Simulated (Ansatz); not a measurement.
The same path of AlH₉N₂Si₂ (14 atoms, charge 0, multiplicity 1) was run twice with different band settings. The coordinate that changes most is the dihedral Al2–N3–Si5–H12.

Computed with RKS PBE/6-31G (Ansatz 0.2.0).

Relaxed end points:

```xyz
14
Properties=species:S:1:pos:R:3
N -2.112 1.666 0.593
Al -0.689 0.732 1.191
N 0.337 -0.246 0.030
Si -0.016 -0.337 -1.735
Si 1.763 -1.164 0.645
H -2.429 1.714 -0.373
H -2.701 2.219 1.214
H -0.326 0.764 2.756
H -0.262 -1.769 -2.184
H 1.131 0.209 -2.568
H -1.258 0.480 -2.035
H 1.880 -0.934 2.137
H 3.048 -0.709 -0.028
H 1.621 -2.655 0.384
```

```xyz
14
Properties=species:S:1:pos:R:3
N -1.702 2.132 0.365
Al -0.315 1.163 0.989
N 0.301 -0.287 0.052
Si -0.438 -0.820 -1.503
Si 1.701 -1.237 0.680
H -2.213 1.954 -0.498
H -2.069 2.943 0.863
H 0.379 1.582 2.375
H -0.923 -2.258 -1.426
H 0.549 -0.734 -2.657
H -1.623 0.071 -1.820
H 1.317 -2.683 0.946
H 2.171 -0.606 1.973
H 2.852 -1.249 -0.311
```

Common settings: movable images 7; climbing image yes; optimiser quadratic models (default); start path IDPP; force threshold 0.05 eV/Å; end points relaxed.

| run | spring | iteration limit |
| --- | --- | --- |
| 1 | 5.0 eV/Å² | 36 |
| 2 | 50.0 eV/Å² | 35 |

Task: What does each run give, and how far can it be trusted?

Result: Run 1: converged after 4 iterations, highest image 0.038 eV above the first end. A vibrational analysis at the climbing image gives one clearly imaginary mode, 101i cm⁻¹: a first-order saddle point.
Run 2: converged after 4 iterations, highest image 0.038 eV above the first end. Another band between the same ends (7 images) ends at a top of the same energy, where a vibrational analysis finds 1 clearly imaginary mode.
Limits of this set-up: no polarisation functions.
